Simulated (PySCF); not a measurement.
## Radial density of Ta (tantalum, neutral)

revPBE, [Xe] 4f14 5d2 6s2 6p1, one real determinant (an excited configuration). Computed with PySCF 2.14 in x2c-TZVPPall, with scalar relativity by spin-free X2C-1e.

| r (bohr) | 4πr²ρ (e/bohr) | 4πr²(ρα − ρβ) |
| --- | --- | --- |
| 0.0139 | 100.6 | 0.0007 |
| 0.0234 | 87.47 | 0.0017 |
| 0.0394 | 112.7 | 0.0081 |
| 0.0663 | 129.4 | 0.0327 |
| 0.112 | 103.2 | 0.0773 |
| 0.188 | 113.3 | 0.0075 |
| 0.316 | 61.26 | 0.0919 |
| 0.531 | 62.30 | 0.0372 |
| 0.893 | 20.45 | 0.3059 |
| 1.50 | 7.569 | 0.9800 |
| 2.53 | 1.803 | 0.7815 |
| 4.25 | 0.6762 | 0.3843 |
| 7.15 | 0.05902 | 0.0516 |
| 12.0 | 0.0003295 | 0.0003 |

Densities and radii are taken from the X2C orbitals without a picture-change correction, which distorts them close to the nucleus.

⟨L²⟩ = 15.35 against 20 for a pure G term, so this real determinant mixes terms. Spin-orbit coupling, absent here, splits the open shell strongly. ⟨S²⟩ = 4.30 against 3.75 shows spin contamination. The s, p, d and f populations moved away from the nominal configuration during the SCF.
